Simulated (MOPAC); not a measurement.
Input for MOPAC: PM7 on NaCl-, 2S+1 = 2, a spin state set in the input, which need not be the lowest, a point of a bond scan (R = 2.731 Å). Charge -1.

```
PM7 1SCF PRECISE CHARGE=-1 UHF MS=0.5 THREADS=1
ClNa

Na     0.00000000 1     0.00000000 1     0.00000000 1
Cl     0.00000000 1     0.00000000 1     2.73116100 1
```

Program output:

```
*******************************************************************************
 **                                                                           **
 **                              MOPAC v23.2.5                                **
 **                                                                           **
 *******************************************************************************
 ** MOPAC's Digital Object Identifier: https://doi.org/10.5281/zenodo.6511958 **
 **                                                                           **
 ** Please cite the open-source release paper for use of this MOPAC version:  **
 ** J. E. Moussa and J. J. P. Stewart (2026)                                  **
 ** MOPAC: An open-source semiempirical molecular orbital program             **
 ** J. Open Source Softw., 11(119), 8025, https://doi.org/10.21105/joss.08025 **
 *******************************************************************************

                              PM7 CALCULATION RESULTS

 *******************************************************************************
 *  PM7        - The PM7 Hamiltonian to be used
 *  UHF        - UNRESTRICTED HARTREE-FOCK CALCULATION
 *
 *
 *
 *                 CHARGE ON SYSTEM = -1
 *
 *
 *
 *  MS=        - IN MECI, MAGNETIC COMPONENT OF SPIN =  0.5
 *  PRECISE    - TIGHTER CRITERIA TO BE USED
 *  1SCF       - DO 1 SCF AND THEN STOP
 *  THREADS=1  - MULTI-THREADING NOT USED
 *  T=         - A TIME OF 172800.0 SECONDS REQUESTED
 *  DUMP=N     - RESTART FILE WRITTEN EVERY 7200.0 SECONDS REQUESTED
 *******************************************************************************
PM7 1SCF PRECISE CHARGE=-1 UHF MS=0.5 THREADS=1
 ClNa

   ATOM   CHEMICAL          X               Y               Z
  NUMBER   SYMBOL      (ANGSTROMS)     (ANGSTROMS)     (ANGSTROMS)

     1      Na          0.00000000  *   0.00000000  *   0.00000000  *
     2      Cl          0.00000000  *   0.00000000  *   2.73116100  *



          CARTESIAN COORDINATES

    NO.       ATOM           X           Y           Z

     1        Na          0.0000      0.0000      0.0000
     2        Cl          0.0000      0.0000      2.7312

 General Reference for PM7:
 "Optimization of Parameters for Semiempirical Methods VI: More Modifications to the
 NDDO Approximations and Re-optimization of Parameters", J. J. P. Stewart, J. Mol. Mod., 1:32, 19 (2013)
 https://link.springer.com/article/10.1007/s00894-012-1667-x

           Empirical Formula: Na Cl  =     2 atoms



      MOLECULAR POINT GROUP   :   C*v


          UHF CALCULATION, NO. OF ALPHA ELECTRONS =    5
                           NO. OF BETA  ELECTRONS =    4

 -------------------------------------------------------------------------------
 PM7 1SCF PRECISE CHARGE=-1 UHF MS=0.5 THREADS=1
 ClNa



     1SCF WAS SPECIFIED, SO BFGS WAS NOT USED
     SCF FIELD WAS ACHIEVED


                              PM7 CALCULATION
                                                       MOPAC v23.2.5 Linux




          FINAL HEAT OF FORMATION =        -42.06835 KCAL/MOL =    -176.01399 KJ/MOL


          COSMO AREA              =        111.89 SQUARE ANGSTROMS
          COSMO VOLUME            =        103.04 CUBIC ANGSTROMS

          IONIZATION POTENTIAL    =          1.068635 EV
          ALPHA SOMO LUMO (EV)    =         -1.069 17.015
          BETA  SOMO LUMO (EV)    =         -4.588 17.567
          NO. OF ALPHA ELECTRONS  =          5
          NO. OF BETA  ELECTRONS  =          4
          MOLECULAR WEIGHT        =         58.4428         POINT GROUP:  C*v

          MOLECULAR DIMENSIONS (Angstroms)

            Atom       Atom       Distance
           Cl     2   Na     1     2.73116
           Cl     2   Na     1     0.00000
           Na     1   Cl     2     0.00000


          SCF CALCULATIONS        =          1





   ATOM   CHEMICAL          X               Y               Z
  NUMBER   SYMBOL      (ANGSTROMS)     (ANGSTROMS)     (ANGSTROMS)

     1      Na          0.00000000  *   0.00000000  *   0.00000000  *
     2      Cl          0.00000000  *   0.00000000  *   2.73116100  *

                             CARTESIAN COORDINATES

   1   Na        0.000000000     0.000000000     0.000000000
   2   Cl        0.000000000     0.000000000     2.731161000


           Empirical Formula: Na Cl  =     2 atoms



      MOLECULAR POINT GROUP   :   C*v


          ALPHA EIGENVALUES
 -18.88325  -4.84875  -4.58892  -4.58892  -1.06864  17.01544  17.33685  17.33685
  83.76117  83.88098  83.88098  84.31486  84.31486


           BETA EIGENVALUES
 -18.88727  -4.81254  -4.58764  -4.58764  17.56662  21.25696  21.25696  22.39551
  83.79728  83.88023  83.88023  84.31645  84.31645


              NET ATOMIC CHARGES AND DIPOLE CONTRIBUTIONS

  ATOM NO.   TYPE          CHARGE      No. of ELECS.   s-Pop       p-Pop       d-Pop
    1         Na          -0.020451        1.0205     0.86670     0.15375
    2         Cl          -0.979549        7.9795     1.99885     5.98001     0.00069
 DIPOLE           X         Y         Z       TOTAL
 POINT-CHG.     0.000     0.000    -4.892     4.892
 HYBRID        -0.000    -0.000     2.196     2.196
 SUM           -0.000    -0.000    -2.696     2.696


          ATOMIC ORBITAL ELECTRON POPULATIONS

     Atom    s        px        py        pz      x^2-y^2     xz        z^2       yz        xy
    1 Na   0.86670   0.00093   0.00093   0.15190
    2 Cl   1.99885   1.99907   1.99907   1.98188   0.00000   0.00001   0.00068   0.00001   0.00000


                    (SZ)    =    0.500000
                    (S**2)  =    0.750187


          ATOMIC ORBITAL SPIN POPULATIONS

    Atom   Total    s     px     py     pz   x^2-y^2  xz     z^2    yz     xy
         Atomic
    1 Na  1.0019  0.865  0.000  0.000  0.136
    2 Cl -0.0019 -0.000 -0.000 -0.000 -0.002  0.000  0.000  0.001  0.000  0.000

 **********************
 *                    *
 * JOB ENDED NORMALLY *
 *                    *
 **********************




 == MOPAC DONE ==
```

The run finished.

Cost: about 0.03 core-seconds (a rough figure).
